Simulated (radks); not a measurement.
Kinetic energies: the exact non-interacting value of the Kohn-Sham orbitals and orbital-free approximations, in hartree. Species: Cr14+ [Ne]; Cd [Kr] 4d10 5s2. Calculated with a radial shooting solver on a logarithmic mesh with Libxc functionals: non-relativistic Kohn-Sham, r2SCAN, spin-polarised, spherical densities, point nucleus; meta-GGA in the generalised Kohn-Sham scheme. Every spin shell is full or empty, so the densities are truly spherical. Functionals are evaluated on that one density, not self-consistently.

exact: Cr14+ 957.259; Cd 5465.32
Thomas-Fermi: Cr14+ 894.33; Cd 5173.5
von Weizsacker: Cr14+ 565.20; Cd 2302.7
TF + vW: Cr14+ 1459.5; Cd 7476.2
TF + vW/9: Cr14+ 957.13; Cd 5429.4
TF + vW/5: Cr14+ 1007.4; Cd 5634.0
LC94: Cr14+ 963.26; Cd 5470.2
APBEK: Cr14+ 964.08; Cd 5473.3
revAPBEK: Cr14+ 967.38; Cd 5483.3
Perdew 92: Cr14+ 957.25; Cd 5429.9
Thakkar: Cr14+ 960.57; Cd 5436.0
Pearson: Cr14+ 947.32; Cd 5415.6
LKT: Cr14+ 1248.1; Cd 6532.1
PG1: Cr14+ 1195.1; Cd 6304.2
DePristo-Kress: Cr14+ 963.55; Cd 5461.7
Ernzerhof: Cr14+ 964.85; Cd 5444.9
